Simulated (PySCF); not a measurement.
**Electronic structure of Tm²⁺ (thulium, charge +2) at the UHF level**

Configuration: [Xe] 4f13, 2F determinant. Computed with PySCF 2.14 in cc-pVDZ-X2C, with scalar relativity by spin-free X2C-1e.

```json
{
 "Total energy": "-13561.552677 hartree",
 "One-electron energy": "-18586.6088 hartree",
 "Hartree (Coulomb) energy": "5309.9225 hartree",
 "Exchange energy": "-284.8664 hartree",
 "⟨S²⟩": "0.7508",
 "⟨L²⟩": "12.015",
 "Sum of ⟨r⟩": "35.70 bohr",
 "Sum of ⟨r²⟩": "35.93 bohr²",
 "Traceless quadrupole moment −½Σ⟨3z² − r²⟩ along its main axis": "-0.266 e·bohr²",
 "Langevin diamagnetic susceptibility": "-28.5 ×10⁻⁶ cm³/mol"
}
```

| shell | electrons | mean orbital energy (hartree) | spread (hartree) | rms radius, mean of both spins (bohr) |
| --- | --- | --- | --- | --- |
| 1s α | 1 | -2193.88280 | 0 | 0.0227 |
| 1s β | 1 | -2193.88245 | 0 | 0.0227 |
| 2s α | 1 | -375.33484 | 0 | 0.0917 |
| 2s β | 1 | -375.33323 | 0 | 0.0917 |
| 2p α | 3 | -332.02636 | 0.01329 | 0.0829 |
| 2p β | 3 | -332.02490 | 0.01197 | 0.0829 |
| 3s α | 1 | -86.80447 | 0 | 0.235 |
| 3s β | 1 | -86.77403 | 0 | 0.235 |
| 3p α | 3 | -73.38320 | 0.07686 | 0.236 |
| 3p β | 3 | -73.34882 | 0.03847 | 0.236 |
| 3d α | 5 | -56.39574 | 0.06144 | 0.216 |
| 3d β | 5 | -56.35868 | 0.01333 | 0.216 |
| 4s α | 1 | -18.53732 | 0 | 0.530 |
| 4s β | 1 | -18.46360 | 0 | 0.530 |
| 4p α | 3 | -14.02577 | 0.12385 | 0.564 |
| 4p β | 3 | -13.94518 | 0.03050 | 0.564 |
| 4d α | 5 | -7.85292 | 0.10676 | 0.619 |
| 4d β | 5 | -7.74945 | 0.07115 | 0.619 |
| 5s α | 1 | -2.89836 | 0 | 1.34 |
| 5s β | 1 | -2.87451 | 0 | 1.34 |
| 5p α | 3 | -1.75235 | 0.04970 | 1.58 |
| 5p β | 3 | -1.73512 | 0.02479 | 1.58 |
| 4f α | 7 | -1.03926 | 0.12902 | 0.884 |
| 4f β | 6 | -0.98786 | 0.10474 | 0.884 |

Spin-orbit coupling, absent here, splits the open shell strongly.

Densities and radii are taken from the X2C orbitals without a picture-change correction, which distorts them close to the nucleus.

Spin-orbit constants ζ (cm⁻¹) from the X2C one-electron operator on these orbitals: bare nucleus, nucleus screened by l(l+1)(2l+1)/3 electrons, and screened by the Breit-Pauli mean field of the electrons.

| shell | bare | screened nucleus | mean field |
| --- | --- | --- | --- |
| 2p | 5019000 | 4874000 | n/a |
| 3p | 1071000 | 1040000 | n/a |
| 3d | 167700 | 143400 | n/a |
| 4p | 236200 | 229400 | n/a |
| 4d | 31320 | 26780 | n/a |
| 4f | 4713 | 2800 | n/a |
| 5p | 27400 | 26610 | n/a |

To first order the Landé constant is A = -2800 cm⁻¹, so the lowest level has J = 7/2 and lies 0.521 eV below the centre of the term. First order in ζ underestimates the shift of the j = l − 1/2 level at high Z.
